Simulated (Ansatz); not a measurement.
CoN₃H₆⁻, that is Co(NH2)3 with one electron more. The state is a quartet with charge -1. Geometry PBE0-D4/def2-SVP, that of the neutral quintet; atoms count from 1.

```xyz
10

Co    0.000    0.000    0.000
N     0.571    1.190   -1.252
H     0.948    2.113   -1.056
H     0.564    1.035   -2.257
N    -0.608   -1.637   -0.511
H    -0.645   -1.978   -1.468
H    -0.968   -2.352    0.116
N     0.038    0.447    1.763
H     0.345    1.341    2.136
H    -0.245   -0.159    2.529
```

The highest occupied level of the charge -1 quartet lies above zero (up to 0.27 eV). By energy differences its removal costs 1.09 eV (vertical, to the charge 0 quintet, at PBE0-D4/def2-TZVPD); a positive level beside a positive removal energy at the same level points to self-interaction error.

**Question.** Estimate the Mulliken populations from the PBE0/def2-TZVPD orbitals of Ansatz.

**Answer.** 
```json
{"atom": "Co1", "charge (e)": "-0.15", "spin (α − β)": "2.71", "d electrons": "7.24"}
{"atom": "N2", "charge (e)": "-0.29", "spin (α − β)": "0.08", "d electrons": "–"}
{"atom": "H3", "charge (e)": "0.00", "spin (α − β)": "0.02", "d electrons": "–"}
{"atom": "H4", "charge (e)": "-0.01", "spin (α − β)": "-0.01", "d electrons": "–"}
{"atom": "N5", "charge (e)": "-0.25", "spin (α − β)": "0.15", "d electrons": "–"}
{"atom": "H6", "charge (e)": "0.00", "spin (α − β)": "0.00", "d electrons": "–"}
{"atom": "H7", "charge (e)": "0.00", "spin (α − β)": "0.00", "d electrons": "–"}
{"atom": "N8", "charge (e)": "-0.30", "spin (α − β)": "0.05", "d electrons": "–"}
{"atom": "H9", "charge (e)": "0.00", "spin (α − β)": "0.01", "d electrons": "–"}
{"atom": "H10", "charge (e)": "-0.01", "spin (α − β)": "-0.01", "d electrons": "–"}
```
Mulliken values and Mayer orders depend strongly on the basis. With diffuse functions, as here, like atoms can get unlike values, and bond orders can come out too low or too high.

**Question.** Where does the spin sit?

**Answer.** Summed by element: Co 2.71, N 0.29, H 0.00, of 3 unpaired in all. Largest on single atoms: Co1 2.71, N5 0.15, N2 0.08.

**Question.** And the Mayer bond orders between bonded heavy atoms (over 0.3)?

**Answer.** Co1–N2 0.86 (1.82 Å); Co1–N5 0.92 (1.82 Å); Co1–N8 0.84 (1.82 Å).
